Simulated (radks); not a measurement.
Kinetic energies: the exact non-interacting value of the Kohn-Sham orbitals and orbital-free approximations, as 100 (|E| - |E exact|)/|E exact|, negative where the magnitude is too small. Species: Sr [Kr] 5s2; Hg+ [Xe] 4f14 5d10 6s1; Mn+ [Ar] 3d5 4s1; N3+ [He] 2s2; Tc+ [Kr] 4d5 5s1. Calculated with a radial shooting solver on a logarithmic mesh with Libxc functionals: non-relativistic Kohn-Sham, PBE, spin-polarised, spherical densities, point nucleus. Every spin shell is full or empty, so the densities are truly spherical. Functionals are evaluated on that one density, not self-consistently.

\begin{tabular}{lrrrrr}
functional & Sr & Hg+ & Mn+ & N3+ & Tc+ \\ \hline
exact (hartree) & 3131.29 & 18408.0 & 1149.59 & 51.0416 & 4204.27 \\
Thomas-Fermi & -5.76 & -4.62 & -6.61 & -10.59 & -5.53 \\
von Weizsacker & -54.48 & -64.60 & -47.25 & -10.09 & -56.29 \\
TF + vW & +39.76 & +30.78 & +46.13 & +79.32 & +38.18 \\
TF + vW/9 & -0.70 & -0.69 & -0.75 & -0.60 & -0.67 \\
TF + vW/5 & +3.34 & +2.46 & +3.94 & +7.39 & +3.21 \\
LC94 & +0.06 & +0.02 & 0.00 & -0.57 & +0.08 \\
APBEK & +0.13 & +0.04 & +0.10 & -0.55 & +0.15 \\
revAPBEK & +0.34 & +0.18 & +0.37 & +0.23 & +0.34 \\
Perdew 92 & -0.69 & -0.68 & -0.74 & -0.58 & -0.66 \\
Thakkar & -0.48 & -0.78 & -0.38 & -0.38 & -0.50 \\
Pearson & -1.02 & -0.84 & -1.32 & -4.70 & -0.95 \\
PG1 & +16.84 & +12.40 & +20.32 & +43.87 & +16.05 \\
DePristo-Kress & -0.06 & -0.20 & -0.07 & -1.92 & -0.06 \\
Ernzerhof & -0.37 & -0.48 & -0.30 & +1.37 & -0.36 \\
\end{tabular}
